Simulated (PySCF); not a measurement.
H₂O₃S, SMILES O=S(O)O.

Geometry: PBE-D3(BJ)/def2-SVP. Other conformers were not sampled.

These are PBE-D3(BJ)/def2-SVP (PySCF) values and carry that method's errors.

Frequencies are harmonic and unscaled.

| mode | ν (cm⁻¹) | IR (km/mol) | moving atoms (share of kinetic energy) |
|---|---|---|---|
| 1 | 158 | 15.1 | H 75 %, O 21 % |
| 2 | 294 | 11.6 | O 65 %, H 25 %, S 10 % |
| 3 | 414 | 121.0 | O 48 %, H 41 %, S 11 % |
| 4 | 416 | 54.5 | O 73 %, H 23 % |
| 5 | 450 | 29.9 | H 50 %, O 36 %, S 15 % |
| 6 | 713 | 314.4 | O 55 %, S 42 % |
| 7 | 714 | 128.4 | O 65 %, S 34 % |
| 8 | 1028 | 40.5 | H 88 %, O 9 % |
| 9 | 1059 | 9.6 | H 60 %, O 30 %, S 9 % |
| 10 | 1196 | 126.9 | O 48 %, S 33 %, H 19 % |
| 11 | 3572 | 26.0 | H 94 % |
| 12 | 3575 | 72.1 | H 94 % |
